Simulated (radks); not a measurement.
Effect of the nuclear size on the platinum ion Pt3+, [Xe] 4f14 5d7. Method: Dirac Kohn-Sham, relativistic LDA (MacDonald-Vosko exchange, VWN5 correlation), spin-unpolarised, spherical densities, finite nucleus; open shells are shared between the two j in proportion to 2j + 1; Fermi nuclear charge, rms radius 5.427 fm; computed with a radial shooting solver on a logarithmic mesh with Libxc functionals. The rms radius is varied about that value; shifts are against it.

rms radius (fm),total energy shift (eV),density at nucleus (e/bohr^3),1s1/2 shift (meV),2s1/2 shift (meV),5s1/2 shift (meV),5p1/2 shift (meV),5d5/2 shift (meV),6s1/2 (empty) shift (meV),6p1/2 (empty) shift (meV)
4.8029,-18.8,2.039e+06,-7510,-1100,-12.4,-0.163,0.179,-1.96,-0.079
5.0091,-12.7,2.006e+06,-5090,-745,-8.37,-0.111,0.121,-1.33,-0.053
5.427,0,1.944e+06,0.000,0.000,0.000,0.000,0.000,0.000,0.000
5.7635,10.7,1.899e+06,4280,626,7.04,0.094,-0.102,1.12,0.045
6.3007,28.6,1.835e+06,11400,1670,18.8,0.251,-0.272,2.98,0.120

Slopes of the eigenvalues against <r^2> in GHz/fm^2, as finite differences over the two radii next to the reference (eigenvalue slopes, not the field-shift constants of lines): 1s1/2 279000, 2s1/2 40800, 5s1/2 459, 5p1/2 6.07, 5d5/2 -6.63, 6s1/2 (empty) 72.7, 6p1/2 (empty) 2.92.
